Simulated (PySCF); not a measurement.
## Two-component Hartree-Fock for Yb⁶⁹⁺ (ytterbium, charge +69)

Start: 1s1; 1s1/2 filled at m_j = +1/2. Calculated with PySCF 2.14 in an uncontracted even-tempered set (15 s from 220 bohr⁻², ratio 2.4; 11 p from 290 bohr⁻², ratio 2.4; 3 d from 880 bohr⁻², ratio 2.6; 3 f from 1300 bohr⁻², ratio 2.6): generalised Hartree-Fock with the X2C-1e Hamiltonian and a Gaussian nucleus; one run each with spin-orbit coupling (SO) switched off, then screened by Boettger's factors.

```json
{"spinor shell": "1s1/2", "electrons": "1", "ε, spin-free (eV)": "-71678.8", "ε, screened SO (eV)": "-71678.8", "weight of nominal j (screened SO)": "1.000", "rms radius, screened SO (bohr)": "0.0220"}
```

```tsv
quantity	spin-free	screened SO
E (hartree)	-2634.14772	-2634.14772
M_J	1/2	1/2
⟨J²⟩	0.750	0.750
⟨L²⟩	0.000	0.000
⟨S²⟩	0.750	0.750
```

Breit and QED terms are absent; they matter most for the inner s and p1/2 levels.

Densities and radii are taken from the X2C orbitals without a picture-change correction, which distorts them close to the nucleus.

Without spin-orbit coupling the j labels of p, d and f shells carry no meaning; the spin-free column gives the mean over the occupied spinors of each nl shell.
